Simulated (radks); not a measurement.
All-electron atom: Tb IV in [Xe] 4f8 (the NIST ground configuration).

Calculated with a radial shooting solver on a logarithmic mesh with Libxc functionals: scalar-relativistic Kohn-Sham, SCAN, spin-polarised, spherical densities, finite nucleus; open shells are filled with parallel spins first (spin-orbit coupling, left out, can overturn this in heavy ions); meta-GGA in the generalised Kohn-Sham scheme; Fermi nuclear charge, rms radius 5.06 fm.

Energy parts (eV):
part                      energy
total                 -318606.75
kinetic                342890.39
electron-nucleus      -776630.09
Hartree                122109.14
exchange-correlation    -6976.20

Orbitals (lengths in bohr, moments of r in powers of bohr; r(max) is where P^2 peaks):
| orbital | occ. | eigenvalue (eV) | r(max) |
|---|---|---|---|
| 1s down | 1 | -51958.96 | 0.01364 |
| 1s up | 1 | -51958.96 | 0.01364 |
| 2s up | 1 | -8662.179 | 0.07742 |
| 2s down | 1 | -8662.070 | 0.07742 |
| 2p up | 3 | -7696.450 | 0.06281 |
| 2p down | 3 | -7696.372 | 0.06281 |
| 3s up | 1 | -1957.458 | 0.2194 |
| 3s down | 1 | -1954.585 | 0.2193 |
| 3p up | 3 | -1657.527 | 0.2156 |
| 3p down | 3 | -1654.563 | 0.2155 |
| 3d up | 5 | -1266.669 | 0.1768 |
| 3d down | 5 | -1264.260 | 0.1766 |
| 4s up | 1 | -420.2390 | 0.5050 |
| 4s down | 1 | -413.6973 | 0.5046 |
| 4p up | 3 | -320.8525 | 0.5269 |
| 4p down | 3 | -314.3152 | 0.5266 |
| 4d up | 5 | -184.1813 | 0.5464 |
| 4d down | 5 | -177.5349 | 0.5464 |
| 5s up | 1 | -78.1770 | 1.161 |
| 5s down | 1 | -76.2854 | 1.182 |
| 5p up | 3 | -53.8210 | 1.316 |
| 5p down | 3 | -52.3738 | 1.333 |
| 4f up | 7 | -36.4331 | 0.5493 |
| 4f down | 1 | -30.0729 | 0.5528 |

The highest occupied level is 4f down at -30.073 eV. Spin moment in Bohr magnetons: 6. The spin density at the nucleus is 5.32 e/bohr^3 (1s 0.04, 2s -1.57, 3s -21.95, 4s 7.67, 5s 21.12).

Empty levels of this run are not shown, since the potential may be unsettled where no density lies.
